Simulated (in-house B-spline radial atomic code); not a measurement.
The numbers below are computed, except where a source is named.
## Ag in an electron gas of r_s = 2.4: phase shifts, screening, friction and resistivity

A nucleus sits in a uniform electron gas with a rigid positive background. The Kohn-Sham equations are solved self-consistently in the spin-unpolarised LDA (PW92), non-relativistic, on B-splines with outgoing waves at the boundary and partial waves to l = 8. The model has no lattice, no bands and no magnetic solution. Atomic units; δ_l are the phase shifts at the Fermi level, counted so that each bound state adds π, and good to about 0.0005.

The density parameter is r_s = 2.4 bohr, near that of the valence electrons of In (3 per atom, density 7.31 g/cm³, mass 114.82 u, which gives r_s = 2.41).

```
l  δ_l (rad)
0    12.6709
1     9.8556
2     6.2388
3     0.0451
4     0.0073
5     0.0009
6     0.0001
7    -0.0001
8     0.0000
```

Bound levels below the band bottom (hartree): d -13.07, s -2.947, p -1.811, d -0.03127, s -0.0002154 and deeper ones.

Task: Check the Friedel sum rule, and say where the screening charge sits.

Result: k_F = (9π/4)^(1/3)/r_s = 0.79965. The rule is Z = (2/π) Σ (2l + 1) δ_l. The terms are s 8.067, p 18.823, d 19.859, f 0.201 and 0.048 beyond, in all 46.997 against Z = 47. Bound states hold 10 s, 18 p, 20 d electrons, so the scattering states carry -1.00 in all; where a term is smaller than its bound count, the bound level has drawn weight out of the band.

Task: Find the transport cross section and the electronic stopping of a 2 keV Ag ion (mass 107.87 u).

Result: σ_tr = (4π/k_F²) Σ (l + 1) sin²(δ_l − δ_(l+1)). The terms for l = 0 to 3 are 0.1027, 0.4187, 0.0240, 0.0057, all together 0.5513, so σ_tr = 19.652 × 0.5513 = 10.834 bohr². With n = 3/(4π r_s³) = 0.01727, the friction coefficient is Q = n k_F σ_tr = 0.1496. For v well below v_F = 0.800, dE/dx = Q v; with 24801 eV per u at v = 1, v = √(2000/(24801 × 107.87)) = 0.0273, so dE/dx = 0.00409 hartree/bohr = 2.1 eV/nm. The largest term couples the p and d waves.

Task: What residual resistivity would 1 atomic per cent of such centres give in In?

Result: Δρ = k_F n_i σ_tr/n in atomic units of 21.74 μΩ·cm. With one host atom per 3 electrons, n_i/n = 0.01/3, so Δρ = 0.7996 × 0.00333 × 10.834 × 21.74 = 0.63 μΩ·cm. This is an atom added to the gas, as on an interstitial site.

Task: On a substitutional site the background of one host ion, a sphere holding 3 charges, is taken out. The phase shifts for l = 0 to 4 become 12.0598, 9.1546, 5.9903, -0.0388, -0.0080. What follows?

Result: The Friedel sum is now 44.00, for Z − 3 = 44. The sum in σ_tr is 0.2494, so σ_tr = 4.90 bohr² and Δρ = 0.28 μΩ·cm per atomic per cent, 0.45 times the value above. A real host ion scatters too, so this model doesn't give zero even for the host's own atom.
